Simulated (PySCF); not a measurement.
## Vibration and rotation of TlS⁺

UHF-CCSD(T) constants of TlS⁺, ³Σ⁻ (triplet), unpaired electrons π ↑↑ (basis Tl def2-SVPD with ECP60, S def2-SVPD; scalar-relativistic core potentials; PySCF 2.14; masses 204.9744 and 31.9721 u):

| Item | Value |
| --- | --- |
| ωe | 104.8 cm⁻¹ |
| ωexe | 0.98 cm⁻¹ |
| Be | 0.05609 cm⁻¹ |
| αe | 0.000579 cm⁻¹ |
| D (centrifugal) | 6.43e-08 cm⁻¹ |

Question: Give the vibrational terms G(v) and spacings up to v = 6.

Answer: G(v) = ωe(v+½) − ωexe(v+½)².

```tsv
v	G(v) (cm⁻¹)	G(v) − G(v−1)	Bv (cm⁻¹)
0	52.2		0.05580
1	155.0	102.8	0.05522
2	255.9	100.9	0.05464
3	354.8	98.9	0.05406
4	451.8	97.0	0.05348
5	546.8	95.0	0.05291
6	639.8	93.0	0.05233
```

Correlated steps freeze 9 core orbitals. Spin–orbit coupling is left out, which matters for elements this heavy, above all for dissociation energies. The state was picked by a PBE0 search and need not be the measured ground state.
